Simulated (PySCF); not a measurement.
# From a computed spectrum to the compound

A species of 5 atoms with charge 0 has these harmonic modes (PBE0, small Gaussian bases with core potentials, PySCF 2.14.0):

```csv
cm⁻¹,km/mol,symmetry
27,10.5,a
50,8.7,a
82,37.4,b
259,7.6,a
274,41.8,b
346,37.1,b
373,1.9,a
2703,2.6,b
2703,5.2,a
```

Task: Which species is it, and in which structure?

Result: Yb(SH)2 (singlet in the valence; each metal's 4f electrons, 14 of them, lie in its core potential, out of spins and levels):
```xyz
5

Yb    0.0000    0.0000    0.2887
S     2.4870    0.1287   -0.7229
H     2.1293   -0.2293   -1.9775
S    -2.4870   -0.1287   -0.7229
H    -2.1293    0.2293   -1.9775
```
Ideal gas at 298.15 K and 1 bar: S = 371.8 J/(mol K), Cp = 85.6 J/(mol K), H − H(0 K) = 20.7 kJ/mol (rigid rotor, harmonic modes, spin degeneracy alone, that of the 4f electrons in the core included; the modes under 60 cm⁻¹ make these uncertain). An lcecp potential fixes the number of 4f electrons, so in runs with it no electron can move into or out of that shell.
 This is one of several that fit.
